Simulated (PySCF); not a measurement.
Mg(iPr)2, SMILES C[CH](C)[Mg][CH](C)C (C6H14Mg), GFN2-xTB optimised geometry. Atoms within 1.6 Å of the plane z = 0.0 Å (x, y, z in Å): Mg1 (-0.44, -0.45, 0.00), C2 (-1.36, 1.49, 0.00), C3 (-2.80, 1.54, 0.50), C4 (-1.28, 2.01, -1.43), H5 (-0.75, 2.15, 0.63), H6 (-3.19, 2.57, 0.46), H7 (-3.45, 0.92, -0.11), H8 (-2.86, 1.20, 1.54), H10 (-1.60, 3.05, -1.50), C12 (1.70, -0.45, 0.00), C13 (2.36, -1.62, -0.72), C14 (2.16, -0.39, 1.45), H15 (2.02, 0.49, -0.49), H16 (3.45, -1.54, -0.69), H17 (2.09, -2.57, -0.25), H20 (3.25, -0.25, 1.52).

Level of theory: B3LYP/def2-SVP run with PySCF. Cells within 0.4 Å of a nucleus heavier than hydrogen are left out (blank, or x).

Map of the electron localisation function on the plane z = 0.0 Å:

```
|000000000000000000000000000|
|000000000000000000000000000|
|000000000000000000000000000|
|000000000000000000000000000|
|000145200000000000000000000|
|000599810000000000000000000|
|001799940001210000000000000|
|000599951246630000000000000|
|000148855568730000000000000|
|000256469xx5620001320000000|
|003899868xx6620016861000000|
|017999955799710148982000000|
|007999812892001568971000000|
|003898202713841873751000000|
|000131004408x8094x140000000|
|000000004206x4197x751121000|
|000000004400006867855887200|
|000000003531147214646899400|
|000000001345541028984587300|
|000000000012200079994012000|
|000000000000000099996000000|
|000000000000000089995000000|
|000000000000000038871000000|
|000000000000000000000000000|
|000000000000000000000000000|
|000000000000000000000000000|
|000000000000000000000000000|
```
Scale: ten equal steps from 0.000 (start of '0') to 0.999 (end of '9'), in the order '0123456789'; x runs from -5.50 to 5.50, y from -5.50 (bottom) to 5.50 (top).
